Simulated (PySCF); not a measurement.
## Working with the constants of TaCl⁺

UHF-CCSD(T) constants of TaCl⁺, ⁴Σ⁻ (quartet), unpaired electrons σ ↑, δ ↑↑ (PySCF, scalar-relativistic core potentials, basis sets Ta def2-TZVPPD with ECP60, Cl def2-TZVPPD; masses 180.9480 and 34.9689 u):

* ωe: 479.0 cm⁻¹
* ωexe: 1.11 cm⁻¹
* Be: 0.12144 cm⁻¹
* αe: 0.000388 cm⁻¹
* De to Ta⁺ (5d3 6s1) + Cl: 4.50 eV

**Question.** What force constant and bond length do these constants imply?

**Answer.** Reduced mass μred = 29.305 u; k = 5.8918×10⁻⁷·μred·ωe² (u, cm⁻¹, mdyn/Å) = 3.96 mdyn/Å; Re = √(16.8576/(μred·Be)) (u, cm⁻¹, Å) = 2.176 Å.

**Question.** Estimate the centrifugal constant D from the Kratzer relation and find the Dunham coefficient a1.

**Answer.** D = 4Be³/ωe² = 3.12e-08 cm⁻¹; a1 = −1 − αeωe/(6Be²) = -3.10.

Correlated steps freeze 5 core orbitals. Spin–orbit coupling is left out, which matters for elements this heavy, above all for dissociation energies. For an ion De counts to the pair picked by the measured ionisation energies or electron affinities, which need not be the lowest pair at this level. The state is the lowest single determinant that the PBE0 search found; with open d or f shells the true ground state can be another one.
